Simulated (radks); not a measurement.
Results of a calculation; reference values are marked as such.
Problem. The mean radii <r> (bohr) of the occupied orbitals of an atom or ion are listed with their occupations. Level of theory: non-relativistic Kohn-Sham, PBE, spin-polarised, spherical densities, point nucleus (a radial shooting solver on a logarithmic mesh with Libxc functionals).

orbital  occ.      <r>
1s          2  0.04018
2s          2   0.1770
2p          6   0.1523
3s          2   0.5034
3p          6   0.5033
3d         10   0.4968
4s          2    1.384
4p          6    1.574
5s          2    4.398

Name the element and its charge. Open shells, if any, are filled with parallel spins first.

Solution. Z = 38, strontium, charge 0: Sr in [Kr] 5s2. The 1s radius gives Z: for a bare nucleus <r> = 1.5/Z, 0.03947 bohr for Z = 38, and screening makes it slightly larger (0.04018 here). The occupations add up to 38, and the charge is Z minus that.
